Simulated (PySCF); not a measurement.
Isomers of C2H6OSi and their computed core-level spectra.

Computed, not measured: delta-SCF UKS SCAN, pcX-2 on the ionised atom, pcseg-1 elsewhere, spin-free X2C (PySCF 2.14.0). Geometries: PBE0-D3(BJ)/def2-SVP; isolated species, one conformer each.

Line lists (1s up to Mg, 2p3/2 beyond; areas count atoms within a level, one atom standing for each set equivalent by bonding):
1. C 1s: 290.24 (area 1), 290.62 (area 1) eV; O 1s: 538.61 eV; Si 2p3/2: 107.27 eV
2. C 1s: 290.09 (area 1), 292.33 (area 1) eV; O 1s: 538.69 eV; Si 2p3/2: 107.78 eV
3. C 1s: 291.20 (area 1), 293.14 (area 1) eV; O 1s: 537.89 eV; Si 2p3/2: 107.00 eV
4. C 1s: 290.51 (area 1), 293.15 (area 1) eV; O 1s: 538.32 eV; Si 2p3/2: 106.84 eV

Structures:
A. `O([SiH3])C=C`
B. `CC(=O)[SiH3]`
C. `C=C[SiH2]O`
D. `C[SiH2]C=O`

Q: Which list belongs to which compound?

A: 
- 1 = C: another candidate has the same counts of sites, so positions decide. C 1s: 290.24 alkene CH carbon, 290.62 terminal =CH2 carbon; O 1s: 538.61 silanol oxygen; Si 2p3/2: 107.27 oxygen-bound silicon.
- 2 = A: another candidate has the same counts of sites, so positions decide. C 1s: 290.09 terminal =CH2 carbon, 292.33 vinylic carbon bearing oxygen; O 1s: 538.69 silyl ether oxygen; Si 2p3/2: 107.78 oxygen-bound silicon.
- 3 = B: another candidate has the same counts of sites, so positions decide. C 1s: 291.20 methyl carbon next to a carbonyl, 293.14 carbonyl carbon; O 1s: 537.89 carbonyl oxygen; Si 2p3/2: 107.00 SiH3 silicon.
- 4 = D: another candidate has the same counts of sites, so positions decide. C 1s: 290.51 Si-methyl carbon, 293.15 carbonyl carbon; O 1s: 538.32 carbonyl oxygen; Si 2p3/2: 106.84 SiH2 silicon.

2p3/2 and 2p1/2 are the ΔSCF energy of one spin-free 2p hole plus the eigenvalues of a spin–orbit and ligand-field matrix of the shell. 2 of these hole states are spin-contaminated (⟨S²⟩ up to 0.86, against 0.75; counted from 0.85) and less certain.
